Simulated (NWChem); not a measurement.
# CH₄BeS₂; SMILES C[S][Be][SH]

```xyz
8

Be     0.2760    -0.4723     0.0234
S     -0.0846    -2.3445     0.0552
H     -0.0905    -2.4358    -1.2954
S      0.6577     1.3868     0.0122
C     -1.0212     2.1245     0.0136
H     -1.5935     1.8298    -0.8756
H     -0.8846     3.2139    -0.0045
H     -1.5774     1.8570     0.9216
```
Atoms are numbered in this order, from 1.

Structure relaxed at the PBE0/def2-SVP level.

Question: List the 4 lowest vertical singlet excitations from CAM-B3LYP/def2-SVPD, TDA (NWChem).

Answer: 
```tsv
state	energy (eV)	oscillator strength	leading excitation (squared amplitude)
S1	4.99	0.000	HOMO → LUMO (0.93)
S2	5.82	0.004	HOMO−1 → LUMO+1 (0.77)
S3	5.97	0.072	HOMO → LUMO+1 (0.63)
S4	6.03	0.043	HOMO → LUMO+2 (0.61)
```
